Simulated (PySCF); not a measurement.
A calculated (B3LYP, PySCF 2.14, ANO-RCC-VTZP, the spin-free X2C one-electron Hamiltonian (Gaussian nucleus)) atom or ion has these occupied shells.

| shell | electrons | orbital energy (eV) | rms radius, mean of both spins (bohr) |
| --- | --- | --- | --- |
| 1s α | 1 | -76000.2 | 0.0197 |
| 1s β | 1 | -76000.2 | 0.0197 |
| 2s α | 1 | -13345.9 | 0.0796 |
| 2s β | 1 | -13345.6 | 0.0796 |
| 2p α | 3 | -11646.1 | 0.0727 |
| 2p β | 3 | -11645.8 | 0.0727 |
| 3s α | 1 | -3154.0 | 0.203 |
| 3s β | 1 | -3153.9 | 0.203 |
| 3p α | 3 | -2652.3 | 0.205 |
| 3p β | 3 | -2652.2 | 0.205 |
| 3d α | 5 | -2077.7 | 0.187 |
| 3d β | 5 | -2077.4 | 0.187 |
| 4s α | 1 | -697.85 | 0.450 |
| 4s β | 1 | -697.49 | 0.450 |
| 4p α | 3 | -531.70 | 0.479 |
| 4p β | 3 | -531.33 | 0.479 |
| 4d α | 5 | -321.41 | 0.515 |
| 4d β | 5 | -320.95 | 0.515 |
| 5s α | 1 | -125.23 | 1.04 |
| 5s β | 1 | -122.50 | 1.04 |
| 4f α | 7 | -89.678 | 0.590 |
| 4f β | 7 | -89.140 | 0.590 |
| 5p α | 3 | -81.587 | 1.20 |
| 5p β | 3 | -78.066 | 1.20 |
| 5d α | 5 | -30.797 | 1.69 |
| 5d β | 1 | -28.343 | 1.69 |
| 6p α | 1 | -17.221 | 3.30 |

Question: Name the element and its charge.

Answer: Ir²⁺ (iridium, charge +2), in [Xe] 4f14 5d6 6p1, one real determinant (an excited configuration).
